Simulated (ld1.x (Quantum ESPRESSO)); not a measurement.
# H (Z = 1): one change to a TM semilocal potential, before and after

```
Element                 : H (Z = 1)
Generator               : ld1.x (Quantum ESPRESSO) 7.5
Type                    : norm-conserving Troullier–Martins (semilocal form)
Functional              : PBE
Relativity              : non-relativistic
Frozen core             : none
Valence charge          : 1
Reference configuration : 1s1
Partial waves           : 1s (bound): rc 1.00 bohr
Local potential         : the s channel
Core correction         : none
```

All-electron outer shells of the reference configuration (PBE, non-relativistic, ld1.x):

| shell | level (eV) | outermost node (bohr) | outermost maximum (bohr) |
| --- | --- | --- | --- |
| 1s | -6.49 | – | 1.03 |

Change: wave 1s (bound): rc 1.00 bohr becomes 1s (bound): rc 1.18 bohr.

Cutoffs: the cutoffs (Ry, on a coarse ladder) from which the occupation-weighted sum of valence levels, in a spherical-Bessel basis at the reference potential, stays within 10 and 1 mRy of its value at 400 Ry; they do not see the model core or the augmentation charge, which bear on the density cutoff. Errors are all-electron minus pseudo energies relative to the spin-unpolarised reference configuration.

Task: How do hardness, ghosts and transferability respond?

Result: The potential gets softer (25 Ry and 50 Ry → 21 Ry and 40 Ry); neither file shows a bound ghost. A larger radius leaves more room for a smooth pseudo-wave, so fewer plane waves are needed. A semilocal file is local in each channel, so a ghost entry of none says nothing of the separable form that plane-wave codes build from it.

```csv
quantity,base,changed
"cutoff, loose",25 Ry,21 Ry
"cutoff, tight",50 Ry,40 Ry
bound ghosts,none,none
"error for 1s0.5, meV [ΔE 4.76 eV]",+0.5,+1.2
```
